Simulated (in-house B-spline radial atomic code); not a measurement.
The numbers below are computed, except where a source is named.
# How size changes two electrons in a parabolic Ge dot with a donor at its centre

For Ge the NSM archive of the Ioffe Institute lists m_l = 1.6 m0, m_t = 0.08 m0 and ε = 16.2; the model takes one isotropic valley with the conductivity mass 3/(1/m_l + 2/m_t) = 0.117 m0, and so misses anisotropy and the other valleys. All triplets below are those of one valley; with several valleys two electrons can form a triplet in the 1s orbital itself, at an energy set by the valley splitting. Real donors also feel a central-cell potential, which shifts the ground state.

Effective-mass model with parabolic bands, a uniform dielectric constant, no image charges, no central-cell or spin-orbit terms. Two-electron levels come from full CI in B-splines with partial waves to l = 5 (up to 0.001 effective hartree above the limit).

Ha* = 12.13 meV, a* = 7.327 nm.

| ħω (meV) | s-p spacing (meV) | J_ss (meV) | charging energy, CI (meV) | gap to the lowest triplet, CI (meV) | leading natural occupation |
| --- | --- | --- | --- | --- | --- |
| 49.9 | 60.8 | 22.1 | 21.1 | 53.6 | 1.994 |
| 32.4 | 41.5 | 18.3 | 17.4 | 35.6 | 1.992 |
| 17.5 | 24.7 | 14.3 | 13.3 | 20.1 | 1.987 |
| 7.1 | 12.6 | 10.6 | 9.41 | 9.07 | 1.977 |
| 1.66 | 5.98 | 8.01 | 6.5 | 2.98 | 1.950 |
| 0.511 | 4.78 | 7.63 | 5.87 | 1.22 | 1.918 |
| 0.193 | 4.59 | 7.59 | 5.75 | 0.66 | 1.897 |

Q: With what end-to-end powers of ħω do the columns change between the first and last rows?

A: Spacing +0.47, J_ss +0.19, charging energy +0.23, triplet gap +0.79. In large dots the donor takes over: the spacing tends to 3/8 Ha* = 4.55 meV and the triplet gap to the binding of the second electron, 0.0278 Ha* = 0.337 meV, which it nears slowly.

Q: Where does repulsion overtake the orbital spacing, and what happens to the ratio of triplet gap to spacing?

A: J_ss passes the spacing between ħω = 7.1 and 1.66 meV. The ratio goes from 0.88 to 0.14, while the leading occupation goes from 1.994 to 1.897. The lowest triplet changes from sp to ss between 1.66 and 0.511 meV.
